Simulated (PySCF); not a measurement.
## N⁺ (nitrogen, charge +1) across methods

[He] 2s2 2p1 3d1, one real determinant (an excited configuration). Computed with PySCF 2.14 in dyall-av3z, with the spin-free X2C one-electron Hamiltonian (Gaussian nucleus).

```tsv
method	E (hartree)	mean ε 2s β (eV)	mean ε 2p α (eV)	mean ε 3d α (eV)	Σ⟨r²⟩ (bohr²)	⟨S²⟩
UHF	-53.01539	-45.083	-39.140	-4.509	16.40	2.004
PBE	-53.1431	-38.726	-30.001	-3.116	16.23	2.001
BP86	-53.2049	-38.890	-30.052	-3.208	16.20	2.001
LDA	-52.7196	-38.534	-29.783	-2.818	16.17	2.000
PBEsol	-52.9314	-38.527	-29.760	-2.984	16.21	2.001
PBE0	-53.1441	-40.655	-32.409	-3.564	16.25	2.001
revPBE	-53.2055	-38.756	-29.990	-3.197	16.26	2.001
TPSSh	-53.2146	-39.731	-31.539	-3.256	16.26	2.002
r2SCAN	-53.1646	-39.119	-30.957	-2.994	16.26	2.002
```

⟨L²⟩ = 8.01 against 12 for a pure F term, so this real determinant mixes terms. The outer electron is Rydberg-like, and this basis confines it to a smaller radius and binds it less than a complete one would.
